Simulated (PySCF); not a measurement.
**Polarisability and C₆ of Sn²⁺ (tin, charge +2)**

[Kr] 4d10 5s2, closed-shell 1S. Computed with PySCF 2.14 in aug-cc-pVTZ-PP with ECP28MDF, with scalar relativity through the core potential. Coupled (time-dependent) response in atomic units; α is the mean over directions.

```
 method  mean α (bohr³)  C₆ (like pair)  S(−4)
    UHF           17.74           95.60  132.0
    PBE           14.62           75.49  84.24
   PBE0           15.33           79.90  94.20
   TPSS           15.33           80.92  92.29
r2SCANh           15.67           84.96  91.98
```

S(−4) is the Cauchy moment in α(ω) = α(0) + S(−4) ω² + …

α(iu) at UHF:

```
u (hartree)  α(iu) (bohr³)
          0          17.74
     0.0500          17.42
      0.100          16.52
      0.200          13.77
      0.300          10.91
      0.500          6.882
      0.750          4.339
       1.00          3.054
       1.50          1.821
       2.00          1.232
       3.00         0.6726
       5.00         0.2841
```

For an ion, C₆ is the dispersion term alone; charge-induced terms of lower order in 1/R come first.

Energies and moments cover only the electrons outside the core potential.
